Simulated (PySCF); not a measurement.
Problem. Write a Z-matrix for InChI=1S/C8H10NP/c9-10-5-7-3-1-2-4-8(7)6-10/h1-4H,5-6,9H2 as optimised with PBE0-D3(BJ)/def2-SVP.

Solution. 
Z-matrix in Å and degrees, rows numbered from 1:
```
N 
P   1  1.7142
C   2  1.8801  1  103.20
C   3  1.5045  2  106.19  1    69.93
C   4  1.3952  3  126.24  2  -158.14
C   5  1.3952  4  119.94  3   179.73
C   6  1.3951  5  120.17  4     0.05
C   7  1.3952  6  120.19  5    -0.05
C   8  1.3950  7  119.87  6    -0.09
C   9  1.5058  4  114.04  3    -0.25
H   1  1.0141  2  114.57  3    99.89
H   1  1.0188  2  117.98  3   -33.99
H   3  1.1013  2  110.89  1   -53.98
H   3  1.1059  2  108.14  1  -170.88
H   5  1.0934  4  119.92  3     0.03
H   6  1.0928  5  119.88  4  -179.51
H   7  1.0927  6  119.95  5  -179.52
H   8  1.0933  7  120.16  6  -179.53
H  10  1.1050  2  108.48  1   165.22
H  10  1.1003  2  109.76  1    48.13
```

P2 (three-coordinate phosphorus) is pyramidal (angles 103.2°, 97.9° and 89.1°, sum 290.3°, 0.91 Å off the plane of its three neighbours). The C–C distances run from 1.395 Å (C8–C9, aromatic) to 1.506 Å (C9–C10, drawn single), a spread of 0.111 Å. The 6-membered ring C4–C5–C6–C7–C8–C9 has internal angles of 119.8° to 120.2°; it is planar, 0.00 Å rms from its mean plane, widest ring torsion 0°. N1 (nitrogen bonded to P and 2 H) is pyramidal (angles 118.0°, 114.6° and 111.2°, sum 343.7°, 0.28 Å off the plane of its three neighbours).

Computed, not measured: PySCF 2.14.0, PBE0-D3(BJ)/def2-SVP geometry optimisation, gas phase.

Stationary, but not proved a minimum. One conformer, not necessarily the lowest (H–N1–P2–C3 100° and -34°, N1–P2–C3–C4 70°, P2–C3–C4–C5 -158°, C8–C9–C10–P2 158°, N1–P2–C10–C9 -75°).
